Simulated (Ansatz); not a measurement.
Mulliken charges of C₃H₅NSi, SMILES `[SiH3]/C=C1C=N\1` from B3LYP/def2-TZVPP in Ansatz (PBE0-D4/def2-TZVP geometry).

```json
{"atom": "Si1", "x (Å)": "-1.568", "y (Å)": "-0.446", "z (Å)": "0.228", "charge (e)": "0.307"}
{"atom": "C2", "x (Å)": "0.178", "y (Å)": "-0.334", "z (Å)": "0.812", "charge (e)": "-0.234"}
{"atom": "C3", "x (Å)": "1.123", "y (Å)": "0.207", "z (Å)": "0.061", "charge (e)": "0.037"}
{"atom": "C4", "x (Å)": "1.743", "y (Å)": "0.824", "z (Å)": "-1.014", "charge (e)": "-0.027"}
{"atom": "N5", "x (Å)": "2.515", "y (Å)": "0.549", "z (Å)": "-0.035", "charge (e)": "-0.154"}
{"atom": "H6", "x (Å)": "-2.501", "y (Å)": "0.282", "z (Å)": "1.132", "charge (e)": "-0.076"}
{"atom": "H7", "x (Å)": "-2.039", "y (Å)": "-1.857", "z (Å)": "0.159", "charge (e)": "-0.076"}
{"atom": "H8", "x (Å)": "-1.656", "y (Å)": "0.153", "z (Å)": "-1.132", "charge (e)": "-0.090"}
{"atom": "H9", "x (Å)": "0.473", "y (Å)": "-0.710", "z (Å)": "1.788", "charge (e)": "0.091"}
{"atom": "H10", "x (Å)": "1.815", "y (Å)": "1.280", "z (Å)": "-1.994", "charge (e)": "0.221"}
```

Q: By hand: the dipole of these point charges (1 e Å = 4.8032 D).

A: Σ q r = (0.022, 0.166, -0.359) e Å, of length 0.396 e Å = 1.90 D.

Q: How does the dipole of the full density compare? (Best estimate.)

A: The calculation gave: (0.047, 0.175, -0.366) e Å, 1.96 D; the point charges give 0.97 times that, at 4° from its direction.

Point charges leave out the atoms' own dipoles, such as those of lone pairs, and Mulliken's split depends on the basis, so the close match here is no proof of good charges.

B3LYP here is the variant with VWN-RPA as its local correlation; programs differ in this.
